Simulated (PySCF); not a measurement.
## Identify the compound

Molecular formula: C₇H₁₄Si₂. Simulated spectra:

$^{1}$H NMR (300 MHz, computed): δ 7.30 (m, 1H), 7.29 (m, 1H), 6.78 (t, 1H), 4.76 (m, 2H), 4.65 (m, 2H), 2.45 (t, 2H), 1.57 (m, 2H), 0.83 (t, 3H).

$^{13}$C{$^{1}$H} NMR (computed): δ 167.2 (C), 152.7 (CH), 152.2 (CH), 143.1 (CH), 53.9 (CH2), 24.9 (CH2), 14.3 (CH3).

- PBE/pcSseg-1 with gauge-including orbitals
- geometry: PBE0-D3(BJ)/def2-SVP
- run in PySCF 2.14
- equivalent nuclei averaged, no relativistic terms, a single conformation, no solvent model

References, each an isolated molecule treated in the same way: $^{1}$H (σ = 31.20 ppm) and $^{13}$C (σ = 180.03 ppm) vs TMS.

Question: What is the structure?

Answer: 
1. The formula gives 3 degrees of unsaturation (1 ring in the answer).
2. 7 carbon signals for 7 carbons: no two carbons are equivalent.
3. Carbon types of the structure: 1 × C, 3 × CH, 2 × CH2, 1 × CH3, leaving 4 H on heteroatoms.
4. δC 167.2: fully substituted alkene carbon.
5. δC 152.7, 152.2, 143.1: alkene CH; the olefinic region.
6. δC 53.9: allylic sp3 CH2; aliphatic region, no heteroatom directly attached.
7. δC 14.3: methyl carbon; saturated and bonded to C and H only.
8. δH 7.30, 7.29, 6.78: hydrogen on an alkene CH; olefinic region.
9. δH 2.45: hydrogen on an allylic sp3 CH2; allylic position.
10. δH 0.83: hydrogen on a methyl carbon; far from electronegative atoms and π systems.

The compound is `[SiH2]1C(CCC)=C[SiH2]C=C1`.

The shifts were computed for this structure.

Shifts are as computed. Against solution values, carbons near 30 ppm lie about +2 ppm off and those near 130 ppm about +2 ppm. Of 1313 compounds with measured shifts, 239 miss one by over three times the rms of a fit or turn the order of signals round; such compounds aren't used in these exercises. No couplings were computed; multiplicities are counted from neighbouring protons, with m where these are inequivalent, close in shift, in a saturated or five-membered ring or joined by F or P, and br s for small geminal =CH2 splittings.
